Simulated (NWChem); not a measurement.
Species: C3H6OSi; SMILES C1(=C)OC[SiH2]1

```xyz
11

C      0.4862    -2.0887     0.0000
C      0.1201    -0.8062     0.0000
O     -1.2117    -0.3819     0.0000
C     -1.1115     1.0775     0.0000
Si     0.8021     0.9498     0.0000
H      1.5366    -2.3575     0.0000
H     -0.2469    -2.8914     0.0000
H     -1.5993     1.4847     0.8919
H     -1.5993     1.4847    -0.8919
H      1.5261     1.4271     1.2094
H      1.5261     1.4271    -1.2094
```
Atoms are numbered in this order, from 1.

All runs: NWChem. Coordinates come from a B3LYP/6-31G* (spherical d) optimisation. Level: PBE/def2-SVP with SMD (1 M gas to 1 M solution), gas-phase geometry. Reactions with the solvent are ignored.

For solvent water:

```
Item                                         Result
-------------------------------------------  ------
solvation free energy (kcal/mol)                0.0
cavity-dispersion-structure term (kcal/mol)     4.2
```

**Question.** Estimate the same quantities for solvent ethanol.

**Answer.** 
| Quantity | Result |
|---|---|
| solvation free energy (kcal/mol) | -2.3 |
| cavity-dispersion-structure term (kcal/mol) | 1.6 |
